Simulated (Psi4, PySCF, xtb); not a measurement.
Conformational energy of C₁₁H₁₀S, SMILES Cc1cccc(-c2cccs2)c1. Scanned: dihedral C5–C6–C7–S11; all other coordinates were relaxed at GFN2-xTB. Points at φ and −φ are mirror images. Heavy atoms are numbered in the order of the SMILES Cc1cccc(-c2cccs2)c1, hydrogens after them in the order of the atoms that carry them; the mirror image has the same energies with the sign of each dihedral reversed.

- RKS-B3LYP/6-31G* = restricted B3LYP/6-31G*, spherical d, density fitting // GFN2-xTB (PySCF)
- GFN1-xTB // GFN2-xTB (xtb)
- RKS-B3LYP/3-21G = restricted B3LYP/3-21G, density fitting // GFN2-xTB in PySCF 2.14.0
- PBE-D3(BJ)/def2-SVP // GFN2-xTB (Psi4)

Energies relative to the lowest point of each profile, in mEh:

```
φ / °  RKS-B3LYP/6-31G*  GFN1-xTB  RKS-B3LYP/3-21G
-----  ----------------  --------  ---------------
-150                0.0       0.5              0.0
-120                2.1       3.5              2.0
-90                 4.5       5.8              3.8
-60                 2.0       3.5              1.9
-30                 0.0       0.6              0.0
0                   0.7       0.1              0.2
30                  0.0       0.6              0.0
60                  2.0       3.5              1.9
90                  4.5       5.8              3.8
120                 2.1       3.5              2.0
150                 0.0       0.5              0.0
180                 0.7       0.0              0.1
```

Problem. Estimate the PBE-D3(BJ)/def2-SVP values at these points.

Solution. -150: 0.1; -120: 3.2; -90: 6.2; -60: 3.2; -30: 0.1; 0: 0.1; 30: 0.1; 60: 3.2; 90: 6.2; 120: 3.2; 150: 0.1; 180: 0.0 (mEh).
